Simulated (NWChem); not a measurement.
Molecule: C$_{3}$H$_{4}$F$_{2}$O; SMILES FC1(F)CCO1

```xyz
10

F     -0.0222     1.2075     1.0831
C      0.0105     0.3937     0.0000
F     -0.0222     1.2075    -1.0831
C      1.0868    -0.6934     0.0000
C     -0.1233    -1.6493     0.0000
O     -1.0431    -0.5140     0.0000
H      1.7052    -0.7047     0.8985
H      1.7052    -0.7047    -0.8985
H     -0.2550    -2.2595     0.8975
H     -0.2550    -2.2595    -0.8975
```
Atoms are numbered in this order, from 1.

Computed with NWChem. Geometry: optimised at B3LYP/6-31G* (spherical d). Total energies of different functionals are on different scales.

| level | energy (Ha) | highest occupied level (eV) | orbital gap (eV) | dipole (D) | relative time |
|---|---|---|---|---|---|
| PBE/def2-TZVP | -391.3666 | -7.15 | 7.61 | 3.20 | 1 |
| B3LYP/def2-TZVP | -391.7805 | -8.62 | 9.49 | 3.45 | 1 |
| TPSSh/def2-TZVP | -391.7824 | -7.95 | 8.94 | 3.36 | 1 |
| Hartree-Fock/def2-TZVP | -389.8146 | -13.19 | 16.92 | 3.87 | 1 |
| CAM-B3LYP/def2-TZVP | -391.6515 | -10.38 | 12.35 | 3.55 | 10 |
| BLYP/def2-TZVP | -391.6995 | -7.07 | 7.47 | 3.27 | 1 |

Relative times are rough (shared machine, one core).
